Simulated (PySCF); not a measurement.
Structure elucidation problem

An unknown has the formula C2H5F5SSi2. Its calculated NMR data are:

1H NMR (300 MHz, computed): δ 4.96 (m, 2H), 4.77 (s, 3H).

13C{1H} NMR (computed): δ 125.3 (C), 121.3 (C).

PySCF 2.14.0 with density-fitted response routines calculation with geometry: PBE0-D3(BJ)/def2-SVP and NMR shieldings at PBE0/pcSseg-1/GIAO; a single conformation, non-relativistic Hamiltonian, no solvent, rapidly exchanging positions averaged.

δ = σ(ref) − σ, references computed at the same level: TMS for 1H (σref 31.27), 13C (σref 184.41).

Problem. What is the structure?

Solution. 
The formula gives 0 degrees of unsaturation. 2 carbon signals for 2 carbons: no two carbons are equivalent. Carbon types of the structure: 2 × C, leaving 5 H on heteroatoms. δC 125.3: CF3 carbon; 3 electronegative neighbours deshield it. δC 121.3: fully substituted sp3 carbon bonded to 2 F and Si; 2 electronegative neighbours deshield it. δH 4.96: hydrogen on a silicon bonded to C, S. δH 4.77: hydrogen on a silicon bonded to S.

Structure: `FC(F)(F)C(F)(F)[SiH2]S[SiH3]`.

The shifts were computed for this structure.

Splittings by 19F in the carbon and heteronuclear signals aren't shown, as no couplings were computed. Shifts are as computed. Against solution values, carbons near 30 ppm lie about +2 ppm off and those near 130 ppm about +5 ppm. Of 1309 compounds with measured shifts, 239 miss one by over three times the rms of a fit or turn the order of signals round; such compounds aren't used in these exercises. No couplings were computed; multiplicities are counted from neighbouring protons, with m where these are inequivalent, close in shift, in a saturated or five-membered ring or joined by F or P, and br s for small geminal =CH2 splittings.
